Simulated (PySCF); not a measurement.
Job file and geometry (Å, from GFN2-xTB) of an NMR shielding run on SMILES CC[SiH2]CC[SiH2]O, C$_{4}$H$_{14}$OSi$_{2}$, GIAO PBE0/pcSseg-1 NMR shielding, non-relativistic, gas phase (PySCF 2.14.0, density-fitted response routines); density fitting, a coarse starting grid and PySCF grid level 2 are the driver's defaults:

```
$ OMP_NUM_THREADS=1 python probes_run.py task.json out

{"job": {"kind": "nmr", "xc": "PBE0", "basis": "pcSseg-1"}, "charge": 0, "multiplicity": 1}
C     -2.515507     1.673443     0.212314
C     -1.638166     0.436301     0.367417
Si    -0.402916     0.224375    -1.065569
C      0.631956    -1.358037    -0.848152
C      1.124674    -1.654453     0.572455
Si     2.390665    -0.421761     1.283071
O      1.719292     0.990859     1.727470
H     -3.096381     1.617793    -0.705347
H     -3.206889     1.770319     1.048207
H     -1.907185     2.574246     0.168648
H     -1.108490     0.498623     1.320048
H     -2.281248    -0.443864     0.432638
H     -1.132438     0.138937    -2.339777
H      0.469177     1.415666    -1.124525
H      0.032033    -2.205726    -1.192128
H      1.491468    -1.310238    -1.519147
H      1.578919    -2.648412     0.576494
H      0.262981    -1.718827     1.240618
H      2.909646    -0.889880     2.562029
H      3.442387    -0.200973     0.284662
H      1.227101     1.528550     1.112117
```

Question: What does the program print?

Answer: 
```
coarse grid: 17360 points
cycle   1  E = -814.3476999794  dE =  3.846e-01  |g| = 8.101e-01  |ddm| = 3.906e+00
cycle   2  E = -814.2098205005  dE =  1.379e-01  |g| = 1.170e+00  |ddm| = 1.719e+00
cycle   3  E = -814.4771075744  dE = -2.673e-01  |g| = 1.086e-01  |ddm| = 1.186e+00
cycle   4  E = -814.4791383487  dE = -2.031e-03  |g| = 4.438e-02  |ddm| = 1.189e-01
cycle   5  E = -814.4796084517  dE = -4.701e-04  |g| = 7.172e-03  |ddm| = 4.367e-02
cycle   6  E = -814.4796206981  dE = -1.225e-05  |g| = 2.110e-03  |ddm| = 1.002e-02
cycle   7  E = -814.4796217730  dE = -1.075e-06  |g| = 4.998e-04  |ddm| = 2.202e-03
final grid: 155104 points
cycle   8  E = -814.5309665338  dE = -4.352e-05  |g| = 9.341e-03  |ddm| = 3.310e-02
cycle   9  E = -814.5309522135  dE =  1.432e-05  |g| = 1.234e-02  |ddm| = 1.774e-02
cycle  10  E = -814.5309870568  dE = -3.484e-05  |g| = 1.075e-03  |ddm| = 1.035e-02
cycle  11  E = -814.5309872589  dE = -2.021e-07  |g| = 2.858e-04  |ddm| = 1.050e-03
cycle  12  E = -814.5309872749  dE = -1.606e-08  |g| = 5.932e-05  |ddm| = 2.888e-04
cycle  13  E = -814.5309872756  dE = -7.149e-10  |g| = 2.053e-05  |ddm| = 7.551e-05
converged SCF energy = -814.5309872756

GIAO shielding tensors (ppm)
atom      isotropic    diamagn.    paramagn.     s11        s22        s33       span
  0 C      175.637     244.914     -69.277    168.262    169.953    188.698     20.436
  1 C      182.041     256.032     -73.991    171.765    184.248    190.111     18.346
  2 Si     381.930     883.309    -501.379    338.167    372.896    434.728     96.561
  3 C      179.269     253.704     -74.436    169.142    179.916    188.749     19.607
  4 C      171.987     253.939     -81.952    160.521    174.591    180.850     20.329
  5 Si     360.124     879.377    -519.253    310.349    362.795    407.227     96.878
  6 O      306.538     391.373     -84.835    274.759    308.161    336.695     61.936
  7 H       30.704      28.655       2.049     25.905     28.787     37.420     11.515
  8 H       30.168      27.633       2.535     24.846     27.525     38.133     13.287
  9 H       30.846      29.713       1.133     26.012     29.626     36.900     10.888
 10 H       30.609      35.565      -4.955     25.113     30.126     36.589     11.475
 11 H       30.997      33.590      -2.593     25.447     30.534     37.010     11.563
 12 H       27.577      31.476      -3.899     23.898     25.973     32.861      8.963
 13 H       27.730      32.761      -5.031     25.143     26.667     31.380      6.237
 14 H       30.408      32.407      -1.999     24.932     28.617     37.674     12.741
 15 H       30.872      32.619      -1.746     26.356     28.814     37.447     11.092
 16 H       30.943      30.156       0.786     25.049     29.133     38.645     13.596
 17 H       30.750      34.237      -3.487     26.404     30.746     35.101      8.697
 18 H       26.826      28.304      -1.478     22.793     25.169     32.516      9.723
 19 H       26.623      29.147      -2.524     23.216     24.978     31.675      8.459
 20 H       30.922      34.528      -3.606     22.966     27.066     42.735     19.769
```

Question: Turn these shieldings into chemical shifts. Shifts are taken against calculated references (same method and geometry level): TMS for ¹³C (σ = 186.93 ppm) and ²⁹Si (σ = 349.16 ppm) and ¹H (σ = 31.72 ppm); ¹⁷O (σ = 336.08 ppm) vs H2O.

Answer: Averaging equivalent atoms: C 4: 14.9; C 0: 11.3; C 3: 7.7; C 1: 4.9; Si 5: -11.0; Si 2: -32.8; O 6: 29.5; H 18/19: 4.99; H 12/13: 4.06; H 7/8/9: 1.14; H 14/15: 1.08; H 10/11: 0.91; H 16/17: 0.87; H 20: 0.80 ppm. Experimental scales use liquid or dissolved standards, which lie at an offset from isolated H2O (liquid H2O: subtract about 36 ppm).

Size and cost of the density-fitted run: 203 basis functions, 69 s wall time on 1 thread of an Arm Neoverse N1, shared host; peak memory 0.85 GiB.
